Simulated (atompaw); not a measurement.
**Logarithmic derivatives: W (Z = 74), PAW (atompaw)**

atompaw 4.2.0.5 input, output lines left out:

```
W 74
GGA-PBESOL scalarrelativistic loggrid 2001 logderivrange -5 5 251
6 6 5 4 0 0
6 1 0
5 2 4
0 0 0
c
c
c
c
c
v
c
c
c
v
v
c
c
v
c
2
2.65 2.45 2.65 2.40
y
0.65
n
n
y
0.55
n
custom rrkj gramschmidtortho gaussian
3 0 ultrasoft
2.65
2.65
1.35
2.65
2.45
2.45
```

The phase is arctan(r·u′/u) with u = r·R(r), unwrapped; energies in Ry, scanned from -5 to 5 Ry. A pole is an energy at which the radial function vanishes at the test radius. The pseudo phase is shifted by a multiple of π to meet the all-electron one at the reference energy, and phase errors are pseudo minus all-electron; the curves can meet again beyond the range given. Levels narrower than the energy grid can be missing from the lists of poles.

**Question.** For each channel, where are the poles, and over which energies does the pseudopotential scatter like the atom?

**Answer.**

| channel | radius (bohr) | reference energy (Ry) | poles, all-electron | poles, pseudo | unbroken range about the reference energy with phases within 0.05 rad | phase error 1 Ry above the reference energy (rad) |
| --- | --- | --- | --- | --- | --- | --- |
| s | 2.66 | -0.42 | 2.04 | 2.01, 2.74 | below 2.6 | -0.000 |
| p | 2.66 | -0.10 | -3.10, 3.69 | -3.10, 3.06 | below 2.9 | -0.043 |
| d | 2.66 | -0.33 | 0.25 | 0.25 | the whole range | +0.000 |

Phases in the d channel:

```tsv
E (Ry)	all-electron	pseudo
-5.00	1.399	1.399
-4.52	1.389	1.389
-4.04	1.378	1.378
-3.56	1.364	1.364
-3.08	1.346	1.346
-2.60	1.322	1.321
-2.12	1.286	1.286
-1.64	1.228	1.228
-1.16	1.101	1.101
-0.68	0.565	0.565
-0.20	-1.224	-1.224
0.28	-1.582	-1.582
0.76	-1.710	-1.710
1.24	-1.807	-1.807
1.72	-1.926	-1.926
2.20	-2.138	-2.140
2.68	-2.679	-2.687
3.16	-3.714	-3.729
3.64	-4.244	-4.252
4.12	-4.445	-4.451
4.60	-4.546	-4.551
```
